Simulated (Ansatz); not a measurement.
```yaml
crystal:
  periodic: [false, false, false]
  atoms:
    - {symbol: S, position_ang: [-0.040051, 1.711103, 0.477659]}
    - {symbol: Sn, position_ang: [0.648565, -0.427345, -0.417279]}
    - {symbol: Cl, position_ang: [1.707766, -1.546201, 1.340859]}
    - {symbol: Cl, position_ang: [-1.278818, -1.644984, -0.972480]}
    - {symbol: H, position_ang: [-0.987561, 1.833727, -0.470159]}
basis:
  gaussian: {orbitals: x2c-TZVPPall, point_charges: [{charge: -1.00, position_ang: [5.241, -0.688, 0.205]}]}
magnetization: {spin_polarized: true, initial_magnetization: 5}
hamiltonian: {xc: {name: wPBEh}}
```

```sh
$ ansatz run in.yaml --threads 4 --pin off --events-out ev --progress --plain --max-ram 10444MiB
```

Shortened log:

```
Functional definition: wPBEh
1414 factors; integrals over basis functions are off by at most 1.0e-3 eV
77 factors; integrals over basis functions are off by at most 3.8e-7 eV
mean field evaluation 1: about -204035.6547 eV, gradient 3.9e1 eV
mean field evaluation 2: about -203861.6142 eV, gradient 1.6e2 eV
mean field evaluation 4: about -204038.8106 eV, gradient 3.5e1 eV
mean field evaluation 8: about -204049.7906 eV, gradient 8.4e0 eV
mean field evaluation 16: about -204050.4298 eV, gradient 1.2e-1 eV
mean field evaluation 32: about -204050.4315 eV, gradient 5.4e-3 eV
mean field -204050.43148700 eV, -7498.7150467971 hartree, gradient 1.2e-5 eV, S^2 8.762482; 10 other end points of the search recorded, 0 dependent functions left out
reference -204050.43152903 eV, -7498.7150483417 hartree; 53, 48 occupied and 147, 152 virtual orbitals, 1414 factors
Total energy: -204050.43152903 eV, -7498.7150483417 hartree
Relativity: scalar
```

Q: What is wrong with this run?

A: The spin is set far too high for this molecule. The run converged. The result belongs to that input, not to the molecule as meant.
